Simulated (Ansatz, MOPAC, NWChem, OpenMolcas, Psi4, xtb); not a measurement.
How methods differ on C2H7AlO (SMILES C[CH2][AlH][OH])

The runs start from one conformer, not always the lowest.

C2H7AlO, singlet, SMILES `C[CH2][AlH][OH]`. Each level relaxes the structure for itself.

Quantity: the zero-point energy at each level's own minimum, in kJ/mol. The values are calculated.

| level | kind | program | value (kJ/mol) |
| --- | --- | --- | --- |
| AM1 | semi-empirical | MOPAC | 228.4 |
| PM6 | semi-empirical | MOPAC | 213.0 |
| PM7-HH | semi-empirical | MOPAC | 211.0 |
| GFN1-xTB | semi-empirical | xtb | 212.3 |
| HF/3-21G | Hartree–Fock | NWChem | 236.4 |
| HF/6-31G* (spherical functions) | Hartree–Fock | NWChem | 237.3 |
| HF/6-31G* (Cartesian functions) | Hartree–Fock | OpenMolcas | 237.6 |
| PBE0-D4/def2-TZVP | global hybrid | Ansatz | 222.9 |
| PBE0-D4/def2-SVP (density fitting) | global hybrid | Psi4 | 222.9 |

Harmonic and unscaled. The values span 211.0 to 237.6 kJ/mol.
